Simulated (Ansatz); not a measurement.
A nudged elastic band was laid between two geometries of C₂H₇BO₂ (12 atoms, charge 0, multiplicity 1).

The calculation used RHF/def2-SVP in Ansatz.

```
movable images  : 5
climbing image  : yes
spring          : 5.0 eV/Å²
optimiser       : quadratic models (default)
start path      : IDPP
force threshold : 0.03 eV/Å
iteration limit : 60
end points      : relaxed
```

Initial state:

```xyz
12
Properties=species:S:1:pos:R:3
B -1.369 0.844 -0.079
C 0.129 0.308 -0.064
C 0.395 -1.011 0.645
O 0.315 0.163 -1.469
O 0.998 1.286 0.374
H -1.585 2.017 -0.131
H -2.266 0.049 -0.144
H -0.281 -1.797 0.304
H 0.262 -0.891 1.720
H 1.424 -1.336 0.463
H 0.168 -0.730 -1.742
H 1.887 1.042 0.157
```

Final state:

```xyz
12
Properties=species:S:1:pos:R:3
B -1.165 1.023 0.245
C 0.098 0.205 -0.293
C 0.566 -0.825 0.734
O -0.226 -0.439 -1.507
O 1.119 1.092 -0.590
H -1.062 2.141 0.655
H -2.230 0.467 0.265
H 1.417 -1.378 0.328
H -0.221 -1.544 0.975
H 0.882 -0.337 1.657
H -0.895 -1.091 -1.370
H 1.796 0.631 -1.065
```

**Question.** Which bonds break or form, and what moves?

**Answer.** No bond is made or broken. The dihedral B1–C2–C3–H9 goes from -69 to 59°.

**Question.** What energy profile does the band end with?

**Answer.** The forces met the threshold. The highest image is number 3 of 0 to 6, 0.180 eV above the first end and 0.164 eV above the last; the last end lies 0.016 eV above the first. A vibrational analysis at the climbing image gives one clearly imaginary mode, 250i cm⁻¹: a first-order saddle point.

```
image  path coordinate (Å)  energy (eV)  dihedral B1–C2–C3–H9 (°)
    0                 0.00        0.000                       -69
    1                 0.91        0.017                       -62
    2                 1.82        0.091                       -33
    3                 2.73        0.180                        -1
    4                 3.35        0.135                        21
    5                 3.97        0.049                        43
    6                 4.59        0.016                        59
```

**Question.** What is the geometry of the highest image?

**Answer.** 
```xyz
12
Properties=species:S:1:pos:R:3
B -1.157 0.968 0.257
C 0.139 0.237 -0.303
C 0.473 -0.895 0.702
O -0.037 -0.286 -1.598
O 1.176 1.151 -0.401
H -1.058 1.880 1.024
H -2.238 0.523 -0.021
H 0.435 -1.869 0.214
H -0.220 -0.925 1.551
H 1.470 -0.745 1.113
H -0.798 -0.843 -1.633
H 1.891 0.748 -0.873
```

**Question.** What are the harmonic wavenumbers there?

**Answer.** 250i, 194, 236, 278, 363, 381, 473, 529, 577, 818, 897, 974, 1033, 1080, 1169, 1218, 1254, 1322, 1400, 1506, 1539, 1580, 1594, 2684, 2791, 3158, 3242, 3290, 4142, 4193 cm⁻¹.

The band took 54 iterations and roughly 9 core-minutes.

Time of the run: 8.8 min on 1 CPU thread of a shared host.
